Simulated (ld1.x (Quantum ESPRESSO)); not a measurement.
## Transferability test, RRKJ potential for Co (Z = 27)

```
Element                 : cobalt
Generator               : ld1.x (Quantum ESPRESSO) 7.5
Type                    : norm-conserving RRKJ (Kleinman–Bylander form)
Functional              : PBE
Relativity              : scalar-relativistic
Frozen core             : [Ar]
Valence charge          : 9
Reference configuration : 3d7 4s2 4p0
Partial waves           : 4p (bound, empty): rc 3.45 bohr; 3d (bound): rc 1.45 bohr; 4s (bound): rc 1.65 bohr
Local potential         : the s channel
Core correction         : Bessel-smoothed model core inside 0.75 bohr
rho0                    : 0.001
```

Energies are relative to the spin-unpolarised reference configuration 3d7 4s2 4p0; without spin polarisation the order of configurations can differ from experiment.

```tsv
valence configuration	charge	ΔE all-electron (eV)	error AE − PS (meV)
3d7 4s1 4p0	+1	9.030	-3.2
3d7 4s0 4p0	+2	25.816	-25
3d6 4s0 4p0	+3	61.686	-440
3d5 4s0 4p0	+4	117.038	-1833
3d6 4s2 4p0	+1	15.182	-228
3d7 4s1.5 4p0	+0.5	3.602	-0.7
```

(1) What are ΔE and the potential's error for 3d6 4s2 4p1?

Levels in the configuration 3d5 4s0 4p0:

| level | all-electron (eV) | pseudo (eV) |
| --- | --- | --- |
| 3d | -65.956 | -67.805 |

## Answers

(1) ΔE = 9.660 eV all-electron; the error (AE − PS) is -307 meV.
